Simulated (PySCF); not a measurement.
SbBr2, SMILES [Br][Sb][Br], multiplicity 2.

Geometry: PBE0-D3(BJ)/def2-SVP. The spin state was assumed, not searched. The isomer is the one that the SMILES or the coordinates give; other isomers of the formula were not compared. The def2 effective core potentials stand for the cores of Sb; spin–orbit coupling is left out.

Level of theory: PBE0-D3(BJ)/def2-SVP (PySCF).

Frequencies are harmonic and unscaled.

| mode | ν (cm⁻¹) | IR (km/mol) | moving atoms (share of kinetic energy) |
|---|---|---|---|
| 1 | 80 | 0.6 | Br 81 %, Sb 19 % |
| 2 | 256 | 43.6 | Br 57 %, Sb 43 % |
| 3 | 260 | 14.6 | Br 63 %, Sb 37 % |
